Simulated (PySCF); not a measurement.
**C₆ coefficients of unlike pairs at UHF**

Calculated with PySCF 2.14 from the dipole response of each species, C₆(A,B) = (3/π) ∫ α_A(iu) α_B(iu) du, in atomic units, from isotropic polarisabilities. For ions this is the dispersion term alone; charge-induced terms of lower order in 1/R come first.

```tsv
species	configuration	basis	relativity	α (bohr³)	C₆ (like pair)
Mo²⁺	[Kr] 4d4 (5D)	aug-cc-pVTZ-DK (9s8p6d3f2g)	spin-free X2C	9.264	49.13
K	[Ar] 4s1 (2S)	x2c-QZVPPall with one added diffuse shell each of s, p, d, f type (12s8p5d4f)	spin-free X2C	408.0	6430
Al³⁺	[Ne] (1S)	dyall-av3z (19s12p3d2f)	spin-free X2C	0.1175	0.04107
O³⁺	[He] 2s2 2p1 (2P)	dyall-acv3z (15s9p4d2f)	spin-free X2C	1.413	1.322
```

Q: Estimate C₆ for O³⁺ with K.

A: The integral gives 45.64. The combination rule 2 C_A C_B / (C_A α_B/α_A + C_B α_A/α_B) gives 42.09 and the geometric mean 92.20.

No spin-orbit coupling is included.

The other pairs:

```tsv
pair	C₆
Al³⁺, Mo²⁺	1.144
K, Mo²⁺	293.4
O³⁺, Al³⁺	0.1947
O³⁺, Mo²⁺	8.043
Al³⁺, K	4.300
```
